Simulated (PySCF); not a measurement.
Energy of V²⁺ (vanadium, charge +2) between two integer charges

The 3d alpha orbital of [Ar] 3d3 is emptied in steps (occupation f), with all orbitals relaxed, ending at [Ar] 3d2. All numbers are calculated (PySCF 2.14, scalar relativity by spin-free X2C-1e, in aug-cc-pVTZ-DK). The exact energy is a straight line in f; departures are measured from the line between the end points of the same method.

```
   f  MN15 (eV)
   1      0.000
0.75     -0.820
 0.5     -1.102
0.25     -0.833
   0      0.000
```

| method | E(f=0) − E(f=1) (eV) | −ε at f=1 (eV) | −ε at f=0.5 (eV) |
| --- | --- | --- | --- |
| MN15 | 29.524 | 25.194 | 29.490 |

Orbital energy along the path (eV):

```tsv
f	MN15
1	-25.194
0.75	-27.308
0.5	-29.490
0.25	-31.723
0	-33.989
```

Reference removal energy between the ground levels: 29.311 eV (measured; NIST Atomic Spectra Database, ionization energies). The calculation has no spin-orbit coupling. The determinant left behind need not be the lowest term of the ion.
